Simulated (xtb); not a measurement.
(2R)-1-silyloxypropan-2-ol (C₃H₁₀O₂Si), SMILES O(C[C@@H](C)O)[SiH3]. All values are semi-empirical tight-binding results from xtb (GFN2-xTB unless named), good for trends rather than for accurate numbers. Geometry: GFN2-xTB. Other conformers were not sampled.

| Property | Value |
|---|---|
| orbital gap | 6.30 eV |
| dipole moment | 1.89 D |
| zero-point energy | 78.3 kcal/mol |
| G − E(el) at 298.15 K (modified RRHO) | 57.4 kcal/mol |
| static polarisability (D4 model) | 77.7 bohr³ |
| solvation energy, GFN2-xTB/ALPB(water) | -2.9 kcal/mol |
| solvation energy, GFN2-xTB/ALPB(octanol) | -5.7 kcal/mol |
